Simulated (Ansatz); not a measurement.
Steps of a relaxation of C10H20 (`C=CCCCCCCCC`) with RKS PBE-D4/def2-SVP.

```sh
$ ansatz run in.yaml --threads 4 --pin off --events-out ev --progress --plain --max-ram 46080MiB --backend cuda --devices 0, --max-vram 37GiB
```

```yaml
crystal:
  periodic: [false, false, false]
  atoms:
    - {symbol: C, position_ang: [-0.351470, -3.500100, -2.705570]}
    - {symbol: C, position_ang: [0.274780, -2.354880, -2.897170]}
    - {symbol: C, position_ang: [1.238780, -1.740190, -1.934030]}
    - {symbol: C, position_ang: [0.728300, -0.386450, -1.430740]}
    - {symbol: C, position_ang: [1.707390, 0.259330, -0.453500]}
    - {symbol: C, position_ang: [1.306480, 1.678190, -0.045170]}
    - {symbol: C, position_ang: [-0.034770, 1.782660, 0.682990]}
    - {symbol: C, position_ang: [-0.059840, 1.023590, 2.008340]}
    - {symbol: C, position_ang: [-1.301890, 1.326220, 2.847170]}
    - {symbol: C, position_ang: [-2.589470, 0.809040, 2.215850]}
    - {symbol: H, position_ang: [-0.190110, -4.090770, -1.818440]}
    - {symbol: H, position_ang: [-1.046490, -3.902690, -3.422870]}
    - {symbol: H, position_ang: [0.091430, -1.779320, -3.795380]}
    - {symbol: H, position_ang: [2.200390, -1.592090, -2.434230]}
    - {symbol: H, position_ang: [1.396390, -2.410530, -1.087180]}
    - {symbol: H, position_ang: [-0.237220, -0.538400, -0.945770]}
    - {symbol: H, position_ang: [0.574490, 0.280940, -2.282070]}
    - {symbol: H, position_ang: [1.802280, -0.367640, 0.434690]}
    - {symbol: H, position_ang: [2.693610, 0.306930, -0.923610]}
    - {symbol: H, position_ang: [2.089060, 2.087130, 0.599490]}
    - {symbol: H, position_ang: [1.262590, 2.300710, -0.942860]}
    - {symbol: H, position_ang: [-0.231930, 2.839660, 0.881340]}
    - {symbol: H, position_ang: [-0.829230, 1.418880, 0.031460]}
    - {symbol: H, position_ang: [-0.016900, -0.050710, 1.820740]}
    - {symbol: H, position_ang: [0.827470, 1.297160, 2.585490]}
    - {symbol: H, position_ang: [-1.381320, 2.405200, 2.999930]}
    - {symbol: H, position_ang: [-1.180640, 0.862720, 3.829490]}
    - {symbol: H, position_ang: [-3.431990, 0.978210, 2.882770]}
    - {symbol: H, position_ang: [-2.794660, 1.316330, 1.276780]}
    - {symbol: H, position_ang: [-2.515490, -0.259110, 2.022050]}
basis:
  gaussian: {orbitals: def2-SVP}
hamiltonian: {xc: pbe, dispersion: d4}
relax: {f_tol: 0.03, max_steps: 200}
```

Positions (Å) and forces (eV/Å) along the path, 4 of 6 steps:

```xyz
30
step=1 energy=-10673.9282 eV
C    -0.351   -3.500   -2.706   -0.404   -0.592   -0.031
C     0.275   -2.355   -2.897    0.827    0.610    0.365
C     1.239   -1.740   -1.934   -0.749    0.315   -0.269
C     0.728   -0.386   -1.431    0.874   -0.354    0.361
C     1.707    0.259   -0.454   -0.573    0.543   -0.327
C     1.306    1.678   -0.045   -0.356   -0.496    0.111
C    -0.035    1.783    0.683    0.734   -0.322    0.269
C    -0.060    1.024    2.008   -0.569    0.650   -0.128
C    -1.302    1.326    2.847   -0.002   -0.526   -0.516
C    -2.589    0.809    2.216    0.491    0.321    0.392
H    -0.190   -4.091   -1.818    0.170   -0.479    0.768
H    -1.046   -3.903   -3.423   -0.590   -0.295   -0.618
H     0.091   -1.779   -3.795   -0.186    0.402   -0.725
H     2.200   -1.592   -2.434    0.612    0.073   -0.209
H     1.396   -2.411   -1.087    0.184   -0.404    0.472
H    -0.237   -0.538   -0.946   -0.628   -0.035    0.190
H     0.574    0.281   -2.282   -0.196    0.414   -0.488
H     1.802   -0.368    0.435    0.156   -0.423    0.508
H     2.694    0.307   -0.924    0.578   -0.064   -0.195
H     2.089    2.087    0.599    0.446    0.328    0.315
H     1.263    2.301   -0.943    0.078    0.399   -0.492
H    -0.232    2.840    0.881   -0.216    0.585    0.071
H    -0.829    1.419    0.031   -0.558   -0.114   -0.399
H    -0.017   -0.051    1.821    0.132   -0.685   -0.047
H     0.827    1.297    2.585    0.564    0.059    0.301
H    -1.381    2.405    3.000   -0.003    0.631    0.195
H    -1.181    0.863    3.829    0.060   -0.157    0.600
H    -3.432    0.978    2.883   -0.628    0.067    0.351
H    -2.795    1.316    1.277   -0.222    0.275   -0.658
H    -2.515   -0.259    2.022   -0.026   -0.726   -0.170
30
step=2 energy=-10674.1211 eV
C    -0.364   -3.553   -2.727   -0.099   -0.084   -0.023
C     0.279   -2.395   -2.924    0.152    0.207    0.212
C     1.237   -1.759   -1.957   -0.131    0.096   -0.034
C     0.754   -0.393   -1.441    0.161   -0.060    0.074
C     1.730    0.282   -0.471   -0.162    0.050   -0.090
C     1.327    1.702   -0.044   -0.158   -0.216    0.042
C    -0.012    1.814    0.700    0.148   -0.120    0.088
C    -0.066    1.050    2.029   -0.167    0.126   -0.086
C    -1.324    1.316    2.869   -0.021   -0.076   -0.227
C    -2.625    0.813    2.236    0.251    0.094    0.116
H    -0.199   -4.152   -1.824    0.047   -0.106    0.209
H    -1.086   -3.949   -3.450   -0.099   -0.071   -0.186
H     0.085   -1.815   -3.838   -0.080    0.074   -0.219
H     2.216   -1.615   -2.455    0.213   -0.001   -0.067
H     1.408   -2.437   -1.101    0.073   -0.137    0.147
H    -0.227   -0.535   -0.954   -0.212    0.017    0.063
H     0.581    0.280   -2.303   -0.087    0.129   -0.166
H     1.849   -0.357    0.423    0.074   -0.132    0.163
H     2.728    0.328   -0.947    0.190   -0.007   -0.055
H     2.124    2.120    0.600    0.158    0.077    0.077
H     1.289    2.341   -0.947    0.004    0.139   -0.129
H    -0.213    2.883    0.900   -0.059    0.194    0.010
H    -0.827    1.469    0.038   -0.189   -0.016   -0.122
H     0.002   -0.037    1.838    0.078   -0.218   -0.020
H     0.828    1.319    2.623    0.155    0.014    0.123
H    -1.404    2.404    3.055   -0.019    0.189    0.087
H    -1.200    0.841    3.859    0.035   -0.054    0.166
H    -3.486    0.977    2.905   -0.165    0.024    0.104
H    -2.841    1.328    1.285   -0.069    0.077   -0.196
H    -2.565   -0.269    2.025   -0.025   -0.210   -0.059
30
step=3 energy=-10674.1366 eV
C    -0.378   -3.557   -2.716    0.019   -0.093   -0.133
C     0.259   -2.389   -2.907    0.111   -0.075   -0.049
C     1.225   -1.754   -1.946   -0.152    0.058    0.029
C     0.742   -0.384   -1.436    0.080   -0.019    0.036
C     1.732    0.285   -0.476   -0.067    0.037   -0.014
C     1.329    1.704   -0.044    0.023    0.017    0.006
C    -0.008    1.823    0.705    0.035   -0.033    0.015
C    -0.058    1.049    2.029   -0.033    0.026   -0.011
C    -1.322    1.306    2.866   -0.011   -0.026   -0.013
C    -2.621    0.810    2.220    0.023    0.010    0.018
H    -0.226   -4.150   -1.797    0.001    0.022   -0.031
H    -1.040   -3.994   -3.487    0.004    0.121    0.143
H     0.081   -1.826   -3.845   -0.010   -0.041    0.030
H     2.212   -1.616   -2.447   -0.038   -0.018   -0.001
H     1.404   -2.435   -1.084   -0.007    0.016   -0.014
H    -0.246   -0.516   -0.943    0.027    0.002   -0.009
H     0.558    0.290   -2.305    0.006   -0.017    0.020
H     1.870   -0.363    0.420   -0.004    0.014   -0.026
H     2.733    0.331   -0.962   -0.022    0.003    0.005
H     2.138    2.122    0.597   -0.020    0.008   -0.003
H     1.291    2.355   -0.946    0.011   -0.015    0.008
H    -0.204    2.899    0.911    0.009   -0.019   -0.003
H    -0.839    1.493    0.041    0.023    0.011    0.021
H     0.029   -0.044    1.834   -0.003    0.032    0.006
H     0.837    1.319    2.634   -0.012   -0.001   -0.015
H    -1.404    2.397    3.077    0.004   -0.035   -0.009
H    -1.198    0.817    3.857   -0.013    0.004   -0.010
H    -3.492    0.972    2.888    0.013   -0.003   -0.018
H    -2.837    1.333    1.265    0.003   -0.012    0.019
H    -2.568   -0.277    1.997    0.000    0.026    0.003
30
step=6 energy=-10674.1423 eV
C    -0.372   -3.567   -2.715   -0.004   -0.026   -0.028
C     0.264   -2.398   -2.904   -0.001    0.022    0.016
C     1.217   -1.754   -1.937    0.001   -0.004   -0.002
C     0.739   -0.380   -1.436   -0.005    0.003   -0.002
C     1.729    0.293   -0.480    0.009   -0.001    0.002
C     1.334    1.712   -0.044   -0.006   -0.012    0.001
C     0.000    1.831    0.709   -0.008    0.004   -0.001
C    -0.056    1.052    2.029    0.003   -0.004    0.000
C    -1.323    1.296    2.861   -0.006   -0.001   -0.009
C    -2.617    0.803    2.208    0.010    0.003    0.002
H    -0.211   -4.167   -1.803   -0.007    0.007    0.007
H    -1.069   -3.975   -3.464    0.013    0.010    0.015
H     0.071   -1.831   -3.835   -0.006   -0.004    0.002
H     2.207   -1.622   -2.432    0.004   -0.001    0.001
H     1.390   -2.430   -1.072   -0.002   -0.002    0.001
H    -0.249   -0.507   -0.942   -0.002    0.001    0.001
H     0.556    0.288   -2.308   -0.001    0.000   -0.002
H     1.870   -0.355    0.414    0.003    0.000    0.000
H     2.727    0.337   -0.970    0.000    0.001   -0.003
H     2.144    2.125    0.596    0.003    0.001   -0.001
H     1.296    2.365   -0.944   -0.001    0.002   -0.001
H    -0.192    2.906    0.921    0.002    0.001    0.002
H    -0.833    1.509    0.046   -0.001    0.003    0.000
H     0.037   -0.040    1.827    0.003   -0.001    0.000
H     0.836    1.320    2.638    0.000    0.002    0.002
H    -1.408    2.384    3.080   -0.001    0.001    0.004
H    -1.203    0.800    3.849    0.002   -0.002    0.000
H    -3.492    0.960    2.871   -0.002   -0.001   -0.001
H    -2.830    1.330    1.255   -0.001    0.000   -0.002
H    -2.563   -0.283    1.979   -0.001   -0.003   -0.002
```

Run time 8 s (4 threads of an AMD EPYC 7R13 on a shared host and a share of an NVIDIA H100 80 GB); peak host memory 0.94 GiB.
